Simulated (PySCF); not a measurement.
Compound: C₂H₃BCl₂O.
Structure used (PBE0-D3(BJ)/def2-SVP), in Å, numbered top down from 1:
```
atom  x, y, z in Å
O1    -1.164    2.014    0.245
C2    -0.781    0.929    0.585
C3    -0.430   -0.177   -0.378
B4     1.062   -0.648   -0.284
Cl5    1.823   -0.900    1.275
Cl6    2.001   -0.954   -1.724
H7    -0.646    0.673    1.666
H8    -1.025   -1.067   -0.090
H9    -0.709    0.118   -1.398
```

Theory: PBE0-D3(BJ)/def2-SVP geometry optimisation, gas phase in PySCF.

Masses are those of the commonest isotopes; rigid-rotor values at the optimised geometry. The values belong to one conformer with, in the numbering `[O:1]=[CH:2][CH2:3][B:4]([Cl:5])[Cl:6]`, O1–C2–C3–B4 119°, C2–C3–B4–Cl5 44°.

Q: Give the principal moments of inertia and the rotational constants in cm⁻¹.

A: Ia = 172.38, Ib = 354.67, Ic = 494.38 u·Å²; 505379 MHz·u·Å²/I gives 2932, 1425 and 1022 MHz, that is A = 0.09780, B = 0.04753, C = 0.03410 cm⁻¹.

Q: Classify the top.

A: An asymmetric top: κ = (2 × 1425 − 2932 − 1022)/(2932 − 1022) = -0.58.

Q: Is it planar, by Δ = Ic − Ia − Ib?

A: Not planar: Δ = Ic − Ia − Ib = -32.67 u·Å². For a rigid frame Δ = −2 Σ m c², so Σ m c² = 16.33 u·Å² lies off the ab plane: 3.90 from hydrogen and 12.43 from heavier atoms. The atom farthest from that plane is 1.83 Å away.

Q: Which types of transition are allowed, and where do some lines up to J = 5 fall?

A: The dipole components are |μa| = 1.12 D, |μb| = 0.53 D, |μc| = 1.79 D. The squared components, which scale the intensities, stand as 0.39 : 0.09 : 1.00 (a : b : c). Some lines, for components of 0.1 D or more:

```tsv
type	branch	J(Ka,Kc)	MHz	lower level (cm⁻¹)
a	Q	1(1,0) ← 1(1,1)	403	0.132
c	Q	4(1,4) ← 4(0,4)	477	0.785
c	Q	2(1,2) ← 2(0,2)	1175	0.243
a	Q	2(1,1) ← 2(1,2)	1208	0.282
a	Q	3(1,2) ← 3(1,3)	2408	0.505
c	Q	5(2,4) ← 5(1,4)	2501	1.362
c	Q	4(2,3) ← 4(1,3)	3271	0.933
b	R	3(1,2) ← 2(2,1)	3376	0.473
a	Q	4(1,3) ← 4(1,4)	3973	0.801
b	Q	4(2,2) ← 4(1,3)	4214	0.933
a	R	2(1,2) ← 1(1,1)	4492	0.132
b	R	4(1,3) ← 3(2,2)	6462	0.718
a	R	3(1,3) ← 2(1,2)	6697	0.282
a	R	3(1,2) ← 2(1,1)	7897	0.322
b	Q	5(2,4) ← 5(1,5)	8333	1.167
b	Q	3(3,1) ← 3(2,2)	8582	0.718
a	R	5(1,5) ← 4(1,4)	10991	0.801
a	R	5(3,3) ← 4(3,2)	12407	1.334
a	R	5(1,4) ← 4(1,3)	12850	0.933
c	Q	5(5,1) ← 5(4,1)	15223	2.143
b	Q	5(5,1) ← 5(4,2)	15230	2.143
b	R	5(2,4) ← 4(1,3)	15351	0.933
c	R	3(3,1) ← 2(2,1)	15924	0.473
c	R	4(2,3) ← 3(1,3)	16107	0.505
b	R	4(2,2) ← 3(1,3)	17050	0.505
b	R	5(4,2) ← 4(3,1)	24190	1.336
c	R	5(5,1) ← 4(4,1)	27622	1.730
```

Q: Estimate the classical rotational partition function at 10 K, 200 K and 500 K.

A: Point group C1, symmetry number σ = 1; q = (√π/σ)·√((kT/h)³/(ABC)), k/h = 20836.6 MHz/K: 2580 at 10 K, 231000 at 200 K, 912000 at 500 K.

Whether it is a minimum is left open (no frequencies). Zero-point vibration and centrifugal distortion are left out. Quadrupole hyperfine structure (11B, 35Cl) is left out.
